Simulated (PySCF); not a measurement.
Species: C₆H₁₅PS.
Numbering: `[CH3:1][CH2:2][P:3](=[S:4])([CH2:5][CH3:6])[CH2:7][CH3:8]` (hydrogens: H9, H10, H11 on C1; H12, H13 on C2; H14, H15 on C5; H16, H17, H18 on C6; H19, H20 on C7; H21, H22, H23 on C8)

The same species was optimised twice, with GFN2-xTB and with PBE0-D3(BJ)/def2-SVP (PySCF), and the same property calculations (PySCF, gas phase) were run on both structures.

| coordinate | GFN2-xTB | PBE0-D3(BJ)/def2-SVP | change |
| --- | --- | --- | --- |
| P3–C5 (Å) | 1.853 | 1.833 | -0.020 |
| C2–P3 (Å) | 1.853 | 1.834 | -0.019 |
| P3=S4 (Å) | 1.939 | 1.956 | +0.017 |
| P3–C7 (Å) | 1.849 | 1.835 | -0.014 |
| C5–C6 (Å) | 1.521 | 1.520 | -0.001 |
| C1–C2 (Å) | 1.521 | 1.520 | -0.001 |
| C7–C8 (Å) | 1.521 | 1.520 | -0.001 |
| C1–C2–P3 (°) | 110.7 | 113.0 | +2.3 |
| P3–C5–C6 (°) | 111.0 | 112.9 | +1.9 |
| C2–P3–C5 (°) | 102.4 | 103.7 | +1.3 |
| C2–P3–S4 (°) | 114.3 | 113.9 | -0.4 |
| C2–P3–C7 (°) | 106.5 | 106.2 | -0.3 |
| C5–P3–C7 (°) | 106.4 | 106.1 | -0.3 |
| P3–C7–C8 (°) | 116.7 | 117.0 | +0.3 |
| S4–P3–C5 (°) | 114.2 | 114.0 | -0.2 |
| C1–C2–P3–S4 (°) | -58 | -57 | +1 |
| C2–P3–C5–C6 (°) | -176 | -178 | -2 |
| C2–P3–C7–C8 (°) | 55 | 56 | +1 |

Rotational constants: A = 1415, B = 1249, C = 910.4 MHz (GFN2-xTB) against A = 1416, B = 1245, C = 903.3 MHz (PBE0-D3(BJ)/def2-SVP).

On the GFN2-xTB structure: HOMO (eV) -6.22 [PBE0/pcSseg-1]; LUMO (eV) 0.78 [PBE0/pcSseg-1]; dipole (D) 4.80 [PBE0/pcSseg-1]; GIAO shielding of C1/C6/C8 (mean) (ppm) 178.7 [PBE0/pcSseg-1]; GIAO shielding of C2/C5/C7 (mean) (ppm) 157.8 [PBE0/pcSseg-1]; GIAO shielding of P3 (ppm) 278.3 [PBE0/pcSseg-1]; GIAO shielding of S4 (ppm) 778.4 [PBE0/pcSseg-1].

Problem. What do these properties become on the PBE0-D3(BJ)/def2-SVP structure?

Solution. 
```tsv
property	level	on GFN2-xTB	on PBE0-D3(BJ)/def2-SVP	change
HOMO (eV)	PBE0/pcSseg-1	-6.22	-6.16	+0.06
LUMO (eV)	PBE0/pcSseg-1	0.78	0.75	-0.03
dipole (D)	PBE0/pcSseg-1	4.80	4.94	+0.14
energy, GFN2-xTB geometry as zero (kcal/mol)	PBE0/pcSseg-1	0.0	-1.0	-1.0
GIAO shielding of C1/C6/C8 (mean) (ppm)	PBE0/pcSseg-1	178.7	176.9	-1.8
GIAO shielding of C2/C5/C7 (mean) (ppm)	PBE0/pcSseg-1	157.8	158.7	+0.9
GIAO shielding of P3 (ppm)	PBE0/pcSseg-1	278.3	279.7	+1.4
GIAO shielding of S4 (ppm)	PBE0/pcSseg-1	778.4	770.7	-7.7
```

The heavy atoms differ by 0.023 Å rms after alignment. Among bonds between heavy atoms C2–P3 and P3–C5 change most and about equally (-0.020 to -0.019 Å). Changes are differences of the printed values. Neither structure is proved a minimum here.

Conformer computed: `[CH3:1][CH2:2][P:3](=[S:4])([CH2:5][CH3:6])[CH2:7][CH3:8]`: C1–C2–P3–S4 -57°, C2–P3–C5–C6 -178°, C2–P3–C7–C8 56°.
